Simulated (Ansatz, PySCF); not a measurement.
Pair of molecules: SiH4 (SMILES [SiH4]) (first 5 atoms) with SiH4 (SMILES [SiH4]); geometry from B3LYP-D3(BJ)/def2-TZVP.
(charge 0, multiplicity 1):
```xyz
10

Si     0.018    -0.168    -0.102
H      1.069     0.873    -0.087
H     -1.076     0.225     0.816
H      0.590    -1.458     0.342
H     -0.521    -0.309    -1.473
Si    -0.017     0.167     3.902
H     -0.824    -1.050     3.659
H      1.118     0.201     2.953
H      0.504     0.148     5.288
H     -0.858     1.368     3.706
```

Monomers are frozen at their geometry in the pair; levels with a basis set take the counterpoise correction. Rows marked so take none.

Rows in 6-31G* carry no dispersion term and start afresh at each structure (6-31G* with six Cartesian d functions).

Codes used: Ansatz (a quantum-chemistry and plane-wave program); PySCF for 6-31G* rows, the dispersion terms. Values without a source in brackets are computed.

Task: One of these levels gives -0.50 kcal/mol for the interaction energy. Which?
(A) PBE0-D3(BJ)/def2-TZVPPD
(B) HF/6-31G* (no counterpoise)
(C) r2SCAN/def2-TZVPPD
(D) r2SCAN-D3(BJ)/def2-TZVPPD

Result: C, r2SCAN/def2-TZVPPD. The others give 0.79 (HF/6-31G* (no counterpoise)), -0.96 (r2SCAN-D3(BJ)/def2-TZVPPD), -1.29 (PBE0-D3(BJ)/def2-TZVPPD)
